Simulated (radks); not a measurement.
Q: Species: Xe2+. Configuration: [Kr] 4d10 5s2 5p4 (the NIST ground configuration). Calculated with a radial shooting solver on a logarithmic mesh with Libxc functionals: Dirac Kohn-Sham, BP86, spin-unpolarised, spherical densities, finite nucleus; open shells are shared between the two j in proportion to 2j + 1; Fermi nuclear charge, rms radius 4.7859 fm. Some entries of the table are withheld. Estimate them.

orbital,occ.,eigenvalue (eV),<1/r> (bohr^-1),r(max) (bohr)
1s1/2,2,-34371.98,58.11,0.01715
2s1/2,2,-5365.688,13.59,0.09709
2p1/2,2,-5042.754,13.57,0.07438
2p3/2,4,-4717.978,12.47,0.07926
3s1/2,2,-1114.738,4.859,0.2791
3p1/2,2,(1),4.770,0.2656
3p3/2,4,(2),4.499,0.2764
3d3/2,4,-682.3345,4.355,0.2241
3d5/2,6,-669.3006,4.286,0.2272
4s1/2,2,-218.6746,1.968,0.6612
4p1/2,2,-171.1180,(3),0.6769
4p3/2,4,-158.7977,(4),0.7011
4d3/2,4,-81.8489,1.529,0.7432
4d5/2,6,-79.8552,1.507,0.7516
5s1/2,2,-39.4211,0.7356,1.598
5p1/2,1.33333,-27.8218,0.6381,1.785
5p3/2,2.66667,-26.2746,0.6109,1.855

A: 
(1) 3p1/2 eigenvalue (eV): -980.4437
(2) 3p3/2 eigenvalue (eV): -918.7644
(3) 4p1/2 <1/r> (bohr^-1): 1.860
(4) 4p3/2 <1/r> (bohr^-1): 1.772
